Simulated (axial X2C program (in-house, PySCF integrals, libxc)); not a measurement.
## Spin–orbit effects along a row: molecules with Sr (ions), PBE0

All values come from calculations with an in-house all-electron X2C program for linear molecules (integrals from PySCF), spin-free (one-electron X2C) or two-component (2c: spin–orbit coupling with atomic mean-field Coulomb and Gaunt terms, which also bring small scalar terms), in Dyall basis sets with cores contracted in-house; open shells are unrestricted.

Basis sets: B dyall-v3z, C dyall-v3z, F dyall-av3z, Li dyall-cv3z, N dyall-av3z, Sr dyall-cv3z.

```tsv
molecule	spin-free state	Re (Å)	ωe (cm⁻¹)	De (eV)	2c state	Re 2c (Å)	ωe 2c (cm⁻¹)	De 2c (eV)
LiSr⁺	M_S = 0, Λ = 0	3.400	234.5	1.48	Ω = 0	3.399	234.5	1.47
SrB⁺	M_S = 1, Λ = 1	2.593	396.7	1.16	Ω = 2	2.594	396.5	1.15
SrC⁺	M_S = 3/2, Λ = 0	2.296	522.0	2.61	Ω = 3/2	2.296	522.1	2.61
SrN⁺	M_S = 1, Λ = 0	2.278	470.2	1.58	Ω = 1	2.278	470.3	1.58
SrF⁺	M_S = 0, Λ = 0	1.986	593.1	5.78	Ω = 0	1.986	593.1	5.78
```

Fragments in 2c: Sr + Li+, Sr+ + B, Sr+ + C, Sr+ + N, Sr+ + F. Each entry is the lowest single determinant of a limited PBE0 search at one distance. De goes to single-determinant-based atoms at the same level (for ions the charge split of lowest energy) and is withheld (n/a) where an atom does not fit its ground term or J level. Main or longest-lived isotopes. One determinant is a doubtful description, or other states lie close, for SrB⁺, SrC⁺, SrN⁺; these need not be ground states, and all values refer to the states named. Some open-shell Ω = 0 determinants are out of reach, so the Ω given for SrB⁺, SrN⁺ need not be the lowest component. With several unpaired electrons the Ω given is that of one determinant, not necessarily of the lowest component. Some light 2c atoms are not at their ground J level, so De misses part of their lowering (0.04 eV or less). The functionals have no current term, which raises determinants with orbital currents.
